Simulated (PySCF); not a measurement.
Energy landscape of H6SSi2, singlet: bend at the central S, local threefold symmetry of each SiH3 group. Scanned: Si-S-Si angle. Other coordinates (S-Si length, H-Si-S angle, Si-H length) were minimised at B3LYP/def2-TZVP.

Calculation: PySCF with wB97X-V/def2-TZVP.

Scanned values (°): 180, 172.50, 165, 157.50, 150, 142.50, 135, 127.50, 120, 112.50, 105, 97.50, 90.

### Question
Describe the profile: where are the wells and the tops?

### Answer
Lower than their neighbours: 97.50° (0.0 mEh). Higher than their neighbours: 180° (41.8 mEh, end of the scan), 90° (1.6 mEh, end of the scan). The whole profile spans 41.8 mEh.
